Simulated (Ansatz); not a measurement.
## Cost against result

The pair of F⁻ (SMILES [F-], atom 1) and BH3O3 (SMILES OB(O)O, atoms 2–8), both closed shells, in one local arrangement (a lower one may exist), relaxed at PBE0-D4/def2-TZVPD:

| atom | x (Å) | y (Å) | z (Å) |
| --- | --- | --- | --- |
| F1 | 0.5122 | -0.3835 | -1.3427 |
| O2 | -0.3310 | -1.2252 | 0.7102 |
| B3 | 0.0067 | -0.0052 | -0.0183 |
| O4 | -1.1782 | 0.8292 | -0.1996 |
| O5 | 1.0544 | 0.7359 | 0.6792 |
| H6 | -0.9733 | -1.7023 | 0.1827 |
| H7 | -0.9161 | 1.5832 | -0.7299 |
| H8 | 1.8254 | 0.1681 | 0.7186 |

Interaction energies are counterpoise-corrected; the time is that of the whole pair.

Program: Ansatz 0.2.0. Basis: as named in each row. Cores are frozen in the correlated methods. B3LYP uses VWN-RPA correlation. Extrapolation: Hartree–Fock as exp(−7.88 √X), correlation as X^−2.97.

Times are rough, for one single point on 4 threads of a shared host (AMD EPYC 9R45).

The estimate by CCSD(T) at an estimated basis limit (MP2 extrapolated from triple and quadruple zeta, plus CCSD(T) − MP2 in triple zeta) is -88.10 kcal/mol.

```tsv
method	basis	time (s)	interaction energy (kcal/mol)	method less estimate
HF	STO-3G	under 1	-113.54	-25.45
PBE-D4	STO-3G	under 1	-74.92	13.17
SPW92	def2-SVP	under 1	-92.24	-4.14
B3LYP-D4	6-31G	under 1	-87.38	0.72
PBE-D4	def2-SVP	under 1	-80.06	8.04
PBE0-D4	def2-SVP	under 1	-90.68	-2.58
PBE-D4	def2-TZVPPD	under 1	-77.96	10.14
revPBE-D4	def2-TZVPPD	under 1	-75.21	12.88
wB97M-V	def2-SVP	under 1	-90.03	-1.93
BLYP-D4	def2-TZVPPD	under 1	-74.07	14.03
HSE06-D4	def2-TZVPPD	under 1	-87.05	1.05
PBE0-D4	def2-TZVPPD	1	-87.12	0.98
CCSD(T)	def2-SVP	1	-83.73	4.37
r2SCAN-D4	def2-TZVPPD	1	-86.22	1.87
B3LYP-D4	def2-TZVPPD	1	-82.74	5.36
B97M-V	def2-TZVPPD	2	-85.88	2.22
wB97X-V	def2-TZVPPD	2	-86.82	1.28
B2PLYP	def2-TZVPPD	2	-82.43	5.66
wB97M-V	def2-TZVPPD	2	-86.61	1.49
MP2	def2-QZVPPD	6	-85.15	2.95
CCSD(T)	def2-TZVPPD	48	-85.18	2.91
```

T1 diagnostic: at most 0.024.
